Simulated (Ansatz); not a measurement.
`CB(N)[SiH2]O` + CH₃SH → `CS[SiH2]O` + `CBN`  (cleavage of the Si–B bond)

Isolated molecules relaxed with PBE0-D4/def2-TZVP in Ansatz; ΔE leaves out vibrations. CBS: MP2 limit from def2 TZ/QZ plus the TZ coupled-cluster correction, frozen cores. This one scheme is used for every species. DFT in def2-TZVPP. B3LYP here is the variant with VWN-RPA as its local correlation; programs differ in this. One conformer a species, not always the lowest.

**Question.** Is it downhill or uphill in electronic energy at CCSD(T)/CBS, and by how much? (Best estimate.)

**Answer.** Ansatz gave: Downhill: ΔE = -97.7 kJ/mol.

**Question.** What do these levels give: PBE-D4, ωB97M-V, B3LYP, SCS-MP2/def2-QZVPP, MP2/CBS(def2), CCSD/CBS(def2)? (Estimate.)

**Answer.** Ansatz gave: PBE-D4 -90.8, ωB97M-V -99.8, B3LYP -95.3, SCS-MP2/def2-QZVPP -102.5, MP2/CBS(def2) -107.1, CCSD/CBS(def2) -97.5 kJ/mol.

Largest T1 diagnostic among the species: 0.012.

From PBE to PBE0 (25 % exact exchange), in def2-TZVPP and without D4, ΔE moves by −3.3 kJ/mol.
